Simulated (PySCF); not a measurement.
# Shieldings and the share of exact exchange

Molecule: SMILES B(N(C)C)(O)O, C$_{2}$H$_{8}$BNO$_{2}$.

Numbering as in the mapped SMILES `[CH3:1][N:2]([CH3:3])[B:4]([OH:5])[OH:6]` (H(Xn): hydrogen on atom n).

GIAO shieldings (ppm, equivalent atoms averaged) in PySCF 2.14 on the PBE0-D3(BJ)/def2-SVP geometry, basis pcSseg-1, gas phase, non-relativistic:

| functional | exact exchange (%) | σ(C1/C3) | σ(N2) | σ(B4) | σ(O5/O6) |
| --- | --- | --- | --- | --- | --- |
| BLYP | 0 | 137.0 | 195.7 | 74.9 | 242.7 |
| BP86 | 0 | 141.7 | 201.6 | 77.8 | 244.5 |
| PBE | 0 | 142.3 | 201.0 | 77.5 | 243.9 |
| PBE0 | 25 | 147.9 | 210.4 | 81.4 | 252.3 |
| mPW1PW91 | 25 | 147.0 | 209.4 | 81.4 | 251.8 |
| BHandHLYP | 50 | 148.3 | 214.5 | 83.1 | 258.4 |
| HF | 100 | 157.6 | 231.3 | 92.3 | 270.0 |

Q: Fit each shielding as a line in the percentage of exact exchange.

A: σ(C1/C3) = 141.2 + 0.17 x (rms 2.1 ppm); σ(N2) = 200.2 + 0.31 x (rms 2.1 ppm); σ(B4) = 76.9 + 0.15 x (rms 1.1 ppm); σ(O5/O6) = 244.4 + 0.27 x (rms 1.0 ppm). The functionals also differ in their semilocal parts, which the line can't hold; Hartree–Fock has no correlation at all.

Q: What does the line predict for B3LYP (20 %), and what does the run give?

A: σ(C1/C3): 144.6 predicted, 142.1 computed; σ(N2): 206.4 predicted, 203.7 computed; σ(B4): 79.9 predicted, 78.2 computed; σ(O5/O6): 249.8 predicted, 249.6 computed ppm.
